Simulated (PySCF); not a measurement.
SbCl₄, SMILES [Cl][Sb+]([Cl])([Cl])[Cl], charge +1. Atoms are numbered in the order given.

```xyz
5

Sb     0.0000     0.0000     0.0000
Cl     1.3168     1.3168    -1.3168
Cl    -1.3168     1.3168     1.3168
Cl    -1.3168    -1.3168    -1.3168
Cl     1.3168    -1.3168     1.3168
```
Charge +1, spin multiplicity 1.

Coordinates come from a r2SCAN-D4/def2-SVP optimisation. The multiplicity is an assumed one; no other spin state was optimised. The isomer is the one that the SMILES or the coordinates give; other isomers of the formula were not compared. The def2 effective core potentials stand for the cores of Sb; spin–orbit coupling is left out.

These are TDA-CAM-B3LYP/def2-SVPD (PySCF 2.14.0) values and carry that method's errors.

Vertical excitations; the highest root listed may be one member of a degenerate set. The molecule is in vacuum. State labels are in the subgroup D2.

Computed UV-visible absorptions:
```tsv
state	symmetry	energy (eV)	λ (nm)	f	main pairs
S1	B3	4.06	306	0.000	HOMO→LUMO (degenerate set)
S2	B1	4.06	306	0.000	HOMO−2→LUMO (degenerate set)
S3	B2	4.06	306	0.000	HOMO−1→LUMO (degenerate set)
S4	A	4.61	269	0.000	HOMO−6→LUMO (degenerate set)
S5	A	4.61	269	0.000	HOMO−7→LUMO (degenerate set)
S6	B2	4.68	265	0.048	HOMO−4→LUMO (degenerate set)
S7	B3	4.68	265	0.048	HOMO−3→LUMO (degenerate set)
S8	B1	4.68	265	0.048	HOMO−5→LUMO (degenerate set)
S9	B2	7.10	175	0.029	HOMO−9→LUMO, HOMO→LUMO+1, HOMO−2→LUMO+3 (degenerate set)
S10	B1	7.10	175	0.029	HOMO−10→LUMO, HOMO→LUMO+2, HOMO−1→LUMO+3 (degenerate set)
T1	B1	3.58	347	0	HOMO−2→LUMO (degenerate set)
T2	B2	3.58	347	0	HOMO−1→LUMO (degenerate set)
T3	B3	3.58	347	0	HOMO→LUMO (degenerate set)
T4	B3	3.91	317	0	HOMO−3→LUMO 93 %
```
Triplets are in the Tamm–Dancoff approximation.
